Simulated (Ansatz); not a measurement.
Several settings on one geometry of ZrS₃⁻ (that of the charge -1 doublet, PBE0-D4/def2-SVPD). Ansatz on 4 threads of Arm Neoverse V1 on a shared host; times are rough.

```xyz
4

Zr   -0.004    0.224   -0.197
S     2.174    0.434    0.597
S    -1.721    0.905    1.219
S    -0.449   -1.563   -1.619
```

Totals from different functionals, basis sets or treatments of relativity can't be compared as stabilities.

DK, ANO-RCC and x2c sets are all-electron and run with scalar relativity unless a key says otherwise. In the def2 sets Zr takes a core potential; there is no spin–orbit coupling.

**Question.** Give the basis size and estimate the energy, ⟨S²⟩ and time of these runs.

```csv
run,method,charge,state,further keys
1,UKS r2SCANh/def2-TZVPD,-1,doublet,scf: {lower_state_search: full}
2,ROKS r2SCANh-D4/def2-TZVPP,-1,doublet,fitting: {mean_field: def2-universal-jkfit}; scf: {lower_state_search: off}
3,UKS ωB97/ANO-RCC-VTZP,-1,doublet,scf: {omitted_lower_state_checks: [starts]}; forces asked
```

**Answer.** 
```
run  functions  energy (Eh)  ⟨S²⟩  wall time
  1        178   -1241.7978  0.77    1.8 min
  2        182   -1241.7969     –      4.4 s
  3        170   -4796.6993  0.79       86 s
```

The highest occupied level of an anion often lies above zero with these methods, and sets without diffuse functions describe the outer electron poorly.
